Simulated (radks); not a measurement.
Values are calculated unless marked as measured or tabulated.
All-electron atom: the nitrogen anion N- in [He] 2s2 2p4. Level of theory: scalar-relativistic Kohn-Sham, LDA (Slater exchange, VWN5 correlation), spin-polarised, spherical densities, finite nucleus; open shells are filled with parallel spins first; Fermi nuclear charge, rms radius 2.5582 fm; Watson sphere of charge +1 and radius 3.23 bohr (a radial shooting solver on a logarithmic mesh with Libxc functionals).

Radial electron density D(r) = 4 pi r^2 rho(r):

| r (bohr) | D(r) (e/bohr) | spin D(r) |
|---|---|---|
| 0.01119 | 0.2750 | 0.0000303 |
| 0.01251 | 0.3377 | 0.0000381 |
| 0.014 | 0.4137 | 0.0000481 |
| 0.01565 | 0.5055 | 0.0000610 |
| 0.01737 | 0.6075 | 0.0000764 |
| 0.01943 | 0.7383 | 0.0000979 |
| 0.02173 | 0.8942 | 0.000126 |
| 0.02431 | 1.079 | 0.000165 |
| 0.02719 | 1.296 | 0.000217 |
| 0.03041 | 1.550 | 0.000288 |
| 0.03401 | 1.844 | 0.000388 |
| 0.03805 | 2.181 | 0.000527 |
| 0.04255 | 2.562 | 0.000726 |
| 0.0476 | 2.988 | 0.00101 |
| 0.05324 | 3.456 | 0.00142 |
| 0.05955 | 3.961 | 0.00200 |
| 0.06661 | 4.495 | 0.00285 |
| 0.0745 | 5.043 | 0.00407 |
| 0.08333 | 5.587 | 0.00583 |
| 0.0932 | 6.104 | 0.00836 |
| 0.1034 | 6.536 | 0.0117 |
| 0.1157 | 6.920 | 0.0166 |
| 0.1294 | 7.189 | 0.0237 |
| 0.1447 | 7.314 | 0.0334 |
| 0.1619 | 7.272 | 0.0469 |
| 0.1811 | 7.051 | 0.0652 |
| 0.2025 | 6.653 | 0.0897 |
| 0.2265 | 6.100 | 0.122 |
| 0.2534 | 5.430 | 0.164 |
| 0.2834 | 4.700 | 0.217 |
| 0.317 | 3.977 | 0.283 |
| 0.3545 | 3.331 | 0.363 |
| 0.3965 | 2.823 | 0.457 |
| 0.4435 | 2.497 | 0.564 |
| 0.4961 | 2.368 | 0.681 |
| 0.5549 | 2.422 | 0.804 |
| 0.6157 | 2.600 | 0.916 |
| 0.6887 | 2.872 | 1.03 |
| 0.7703 | 3.160 | 1.12 |
| 0.8616 | 3.396 | 1.18 |
| 0.9637 | 3.527 | 1.20 |
| 1.078 | 3.523 | 1.18 |
| 1.206 | 3.378 | 1.12 |
| 1.349 | 3.108 | 1.02 |
| 1.508 | 2.748 | 0.903 |
| 1.687 | 2.337 | 0.768 |
| 1.887 | 1.915 | 0.630 |
| 2.111 | 1.517 | 0.498 |
| 2.361 | 1.162 | 0.378 |
| 2.641 | 0.8624 | 0.275 |
| 2.954 | 0.6185 | 0.189 |
| 3.304 | 0.4256 | 0.122 |
| 3.666 | 0.2871 | 0.0744 |
| 4.1 | 0.1778 | 0.0390 |
| 4.586 | 0.1035 | 0.0173 |
| 5.13 | 0.05625 | 0.00577 |
| 5.738 | 0.02835 | 0.000713 |
| 6.418 | 0.01315 | -0.000843 |
| 7.178 | 0.005564 | -0.000910 |
| 8.029 | 0.002130 | -0.000577 |

D(r) has 2 maxima, at r = 0.149, 1.02 bohr, and minima at 0.508 bohr, inside which lie 2.19 electrons.
